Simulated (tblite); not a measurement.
Start geometry of `C=C1C(C(Cl)Cl)=C1C(Cl)(Cl)Cl` from a force field or distance geometry (Å):
```
atom  x, y, z in Å
C1    -0.013    2.420   -0.390
C2    -0.088    1.144   -0.180
C3     0.636   -0.148   -0.195
C4     1.870   -0.906   -0.488
Cl5    3.243   -0.359    0.518
Cl6    1.583   -2.649   -0.243
C7    -0.622   -0.158    0.202
C8    -1.787   -0.918    0.704
Cl9   -1.442   -2.661    0.860
Cl10  -2.396   -0.294    2.224
Cl11  -3.059   -0.701   -0.564
H12    0.832    2.961   -0.747
H13   -0.920    3.013   -0.183
H14    2.161   -0.747   -1.541
```

**Question.** What comes out of this run: tblite 0.8.0, GFN2-xTB geometry optimisation, gas phase?

**Answer.** 
```
atom  x, y, z in Å
C1    -0.1252    2.4061   -0.5008
C2    -0.0390    1.1244   -0.2648
C3     0.6636   -0.1545   -0.2500
C4     1.8897   -0.9009   -0.4930
Cl5    2.8451   -0.9121    1.0326
Cl6    1.5329   -2.5782   -0.9877
C7    -0.5901   -0.1453    0.1995
C8    -1.7234   -0.8639    0.7524
Cl9   -1.3292   -2.5677    1.0738
Cl10  -2.2283   -0.0808    2.2799
Cl11  -3.0905   -0.7901   -0.4028
H12    0.7026    2.9552   -0.9124
H13   -1.0269    2.9519   -0.2886
H14    2.5181   -0.4447   -1.2605
```

The energy falls by 14.0 kJ/mol over 100 L-BFGS steps, the largest force on an atom goes from 1.97 to 0.010 eV/Å, and the atoms move by 0.367 Å rms after alignment. The bond that changes most is C8–Cl10 (CCl3 carbon to chlorine of a CCl3 group), which lengthens by 0.037 Å. Bonds longer at the end by more than 0.005 Å: 5 of 14; shorter: 7. Among the angles that change most is C1–C2–C7, from 160.6° to 152.4°. Among the dihedrals that turn most is C7–C3–C4–H14, from 121° to 158°. Rotational constants go from 777.4, 378.6, 312.6 to 740.3, 388.0, 342.3 MHz. The orientation of the end geometry is arbitrary; only internal coordinates are fixed.

Its lowest GFN2-xTB frequency is 8 cm⁻¹, too small to tell a flat minimum from a shallow saddle. One conformer, not necessarily the lowest. 3 starts were optimised and ended at 0.00, 0.02 and 0.12 kcal/mol (GFN2-xTB); the lowest of these is shown.

All values are computed, not measured.
